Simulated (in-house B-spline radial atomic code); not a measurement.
Response and correlation along the 22-electron series, closed shell [Ar] (3d3/2)4; the second-order energy is extrapolated in partial waves. Computed with a B-spline radial code for spherical atoms: relativistic RPA and second-order many-body perturbation theory on Dirac-Hartree-Fock.

Closed in jj coupling only.

```tsv
ion	Z	dipole polarisability (bohr³)	quadrupole polarisability (bohr⁵)	ratio of RPA to uncoupled dipole	second order correlation energy (Eh)	C6 of two such ions (Eh bohr⁶)
Mo20+	42	0.045541	0.014333	0.97228	-1.1685	0.016539
Tc21+	43	?	?	?	?	?
Ru22+	44	0.036156	0.0095174	0.97485	-1.1806	0.011346
Rh23+	45	0.032405	0.0078262	0.97618	-1.1864	0.009484
Pd24+	46	0.029145	0.0064708	0.97751	-1.192	0.0079722
Ag25+	47	0.026298	0.0053777	0.97884	-1.1975	0.0067363
Cd26+	48	0.023802	0.0044907	0.98017	-1.2028	0.0057197
In27+	49	?	?	?	?	?
Sn28+	50	?	?	?	?	?
Sb29+	51	0.017934	0.0026842	0.98407	-1.2181	0.0035945
Te30+	52	0.016398	0.0022791	0.98532	-1.223	0.0031033
I31+	53	0.015026	0.0019422	0.98655	-1.2277	0.0026889
Xe32+	54	0.013797	0.0016608	0.98775	-1.2324	0.0023378
Cs33+	55	0.012693	0.0014248	0.98892	-1.2369	0.002039
Ba34+	56	0.011699	0.0012262	0.99005	-1.2414	0.0017839
```

**Question.** Fill in the row of Tc21+.

**Answer.** dipole polarisability (bohr³): 0.040494; quadrupole polarisability (bohr⁵): 0.011642; ratio of RPA to uncoupled dipole: 0.97355; second order correlation energy (Eh): -1.1746; C6 of two such ions (Eh bohr⁶): 0.013654.

**Question.** Fill in the row of In27+.

**Answer.** dipole polarisability (bohr³): 0.021603; quadrupole polarisability (bohr⁵): 0.003767; ratio of RPA to uncoupled dipole: 0.98149; second order correlation energy (Eh): -1.208; C6 of two such ions (Eh bohr⁶): 0.0048787.

**Question.** Fill in the row of Sn28+.

**Answer.** dipole polarisability (bohr³): 0.019659; quadrupole polarisability (bohr⁵): 0.0031735; ratio of RPA to uncoupled dipole: 0.98279; second order correlation energy (Eh): -1.2131; C6 of two such ions (Eh bohr⁶): 0.0041793.

**Question.** How fast does the dipole polarisability fall along the series?

**Answer.** From 0.04554 to 0.0117 bohr³; a fit of its logarithm against log Z from Z = 42 to 56 has slope -4.71.
